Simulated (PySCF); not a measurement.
A survey of 29Si NMR shifts

Method: GFN2-xTB structure, GIAO PBE0/pcSseg-1 shieldings, in PySCF 2.14 (one averaged value for each set of equivalent atoms, a single conformation, no solvent, non-relativistic Hamiltonian).

Shieldings were converted by a linear fit to measured shifts: 29Si: δ = 279.94 − 0.822σ (rms 8.9 ppm, 72 shifts, 25.8 ppm with the 6 outliers that the fit left out vs TMS, solution or neat liquid). Occasional misses reach two or three times the rms, and more in compound classes unlike the fitted ones.

Q: Give the 29Si shifts of `CCCCN([SiH3])[SiH2][SiH3]`, `CC(C)(C)[SiH2]N([SiH3])[SiH3]`, `C#C[SiH2][Si@@H](O)O[SiH3]`, `CN(C)[SiH2][SiH2]CC[SiH3]`.

A: 
```csv
compound,environment,δ (ppm)
[CH3:1][CH2:2][CH2:3][CH2:4][N:5]([SiH3:6])[SiH2:7][SiH3:8],"Si7: silicon bonded to N, Si, 2 H",-37.1
[CH3:1][CH2:2][CH2:3][CH2:4][N:5]([SiH3:6])[SiH2:7][SiH3:8],"Si6: silicon bonded to N, 3 H",-46.3
[CH3:1][CH2:2][CH2:3][CH2:4][N:5]([SiH3:6])[SiH2:7][SiH3:8],"Si8: silicon bonded to Si, 3 H",-109.4
[CH3:1][C:2]([CH3:3])([CH3:4])[SiH2:5][N:6]([SiH3:7])[SiH3:8],"Si5: silicon bonded to C, N, 2 H",-8.3
[CH3:1][C:2]([CH3:3])([CH3:4])[SiH2:5][N:6]([SiH3:7])[SiH3:8],"Si7/8: silicon bonded to N, 3 H (×2)",-44.0
[CH:1]#[C:2][SiH2:3][Si@@H:4]([OH:5])[O:6][SiH3:7],"Si4: silicon bonded to 2 O, Si, H",-23.7
[CH:1]#[C:2][SiH2:3][Si@@H:4]([OH:5])[O:6][SiH3:7],"Si7: silicon bonded to O, 3 H",-43.3
[CH:1]#[C:2][SiH2:3][Si@@H:4]([OH:5])[O:6][SiH3:7],"Si3: silicon bonded to C, Si, 2 H",-97.2
[CH3:1][N:2]([CH3:3])[SiH2:4][SiH2:5][CH2:6][CH2:7][SiH3:8],"Si4: silicon bonded to N, Si, 2 H",-40.1
[CH3:1][N:2]([CH3:3])[SiH2:4][SiH2:5][CH2:6][CH2:7][SiH3:8],"Si8: silicon bonded to C, 3 H",-62.3
[CH3:1][N:2]([CH3:3])[SiH2:4][SiH2:5][CH2:6][CH2:7][SiH3:8],"Si5: silicon bonded to C, Si, 2 H",-62.4
```

Q: Order these by 29Si shift, lowest first.
A. FP(F)P[SiH3]
B. C=C[C@@H]([C@H](C)O[SiH3])C(F)(F)F
C. CO[Si@@H](C)S
D. FC[C@@H]1O[C@H](CF)C=C[SiH2]1

A: A (-82.7 ppm, silicon bonded to P, 3 H), D (-61.0 ppm, silicon bonded to 2 C, 2 H, in a 6-membered ring), B (-38.7 ppm, silicon bonded to O, 3 H), C (0.5 ppm, silicon bonded to C, O, S, H).
